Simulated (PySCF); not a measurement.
**Correlation energy of Cl (chlorine, neutral)**

[Ne] 3s2 3p5, 2P determinant. Calculation: PySCF 2.14, in pcseg-2 (5s4p2d1f, 34 functions); the non-relativistic Hamiltonian (point nucleus). Frozen: [Ne]; 7 electrons correlated.

MP2 pair energies summed by pair of shells (mhartree):

```json
{"pair": "3p-3p", "energy": "-90.80", "share (%)": "61.4"}
{"pair": "3s-3p", "energy": "-48.48", "share (%)": "32.8"}
{"pair": "3s-3s", "energy": "-8.56", "share (%)": "5.8"}
```

Total MP2 correlation energy: -147.84 mhartree.

Same-spin part -34.36 and opposite-spin part -113.48 mhartree; SCS-MP2 scales them by 1/3 and 6/5 to -147.63 mhartree.

```json
{"level": "CCSD", "correlation energy (mhartree)": "-170.94"}
{"level": "(T)", "correlation energy (mhartree)": "-4.65"}
{"level": "CCSD(T)", "correlation energy (mhartree)": "-175.59"}
```

Diagnostics: T1 = 0.0070, D1 = 0.0210, largest double amplitude 0.047.

Cost of the coupled-cluster step: 0.27 s of wall time on 1 thread of AMD EPYC 9R14 (shared host), for 7 correlated electrons.

Iterations:

```
CC2 = 0
CCSD nocc = (np.int64(4), np.int64(3)), nmo = (29, 29)
frozen orbitals [[0, 1, 2, 3, 4], [0, 1, 2, 3, 4]]
max_cycle = 100
direct = 0
conv_tol = 1e-08
conv_tol_normt = 1e-06
diis_space = 8
diis_start_cycle = 0
Init t2, MP2 energy = -0.147840219408584
Init E_corr(UCCSD) = -0.147840219410507
cycle = 1  E_corr(UCCSD) = -0.165767952175525  dE = -0.0179277328  norm(t1,t2) = 0.0383561
cycle = 2  E_corr(UCCSD) = -0.169419138217114  dE = -0.00365118604  norm(t1,t2) = 0.012002
cycle = 3  E_corr(UCCSD) = -0.170996347213516  dE = -0.001577209  norm(t1,t2) = 0.00475486
cycle = 4  E_corr(UCCSD) = -0.170938272283477  dE = 5.807493e-05  norm(t1,t2) = 0.00060503
cycle = 5  E_corr(UCCSD) = -0.170939653629845  dE = -1.38134637e-06  norm(t1,t2) = 0.000103518
cycle = 6  E_corr(UCCSD) = -0.170939965957783  dE = -3.12327938e-07  norm(t1,t2) = 2.77872e-05
cycle = 7  E_corr(UCCSD) = -0.170939930947211  dE = 3.50105715e-08  norm(t1,t2) = 8.19901e-06
cycle = 8  E_corr(UCCSD) = -0.170939924280684  dE = 6.66652708e-09  norm(t1,t2) = 1.98475e-06
cycle = 9  E_corr(UCCSD) = -0.170939918554131  dE = 5.72655293e-09  norm(t1,t2) = 3.17086e-07
UCCSD converged
E(UCCSD) = -459.6491149620248  E_corr = -0.1709399185541312
UCCSD(T) correction = -0.00464639350544627
```
